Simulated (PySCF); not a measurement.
# Cu²⁵⁺: ionisation energy

Cu²⁵⁺ [He] 2s2 → Cu²⁶⁺ [He] 2s1 [2s1/2^1, M_J = 1/2], as a difference of total energies. Calculation: PySCF 2.14, in an even-tempered Gaussian basis (17 s from 7.8 bohr⁻², ratio 2.4; 11 p from 10 bohr⁻², ratio 2.4; 5 d from 33 bohr⁻², ratio 2.6; 4 f from 49 bohr⁻², ratio 2.6); the two-component X2C-1e Hamiltonian. Correlated levels: nothing frozen; the 28 highest virtual spinors dropped. "Screened" scales the spin-orbit matrix elements by Boettger's factors to mimic the two-electron term; Breit and QED terms are absent.

```
                    method  ionisation energy (eV)
 GHF (screened spin-orbit)                  2473.0
GMP2 (screened spin-orbit)                  2477.9
```

Task: How much does correlation contribute at GMP2 (screened spin-orbit)?

Result: 2477.9 − (2473.0) = 4.9 eV, measured against GHF (screened spin-orbit).

For comparison: 2479.1 ± 2.2 eV (semi-empirical (NIST evaluation); NIST Atomic Spectra Database, ionization energies).
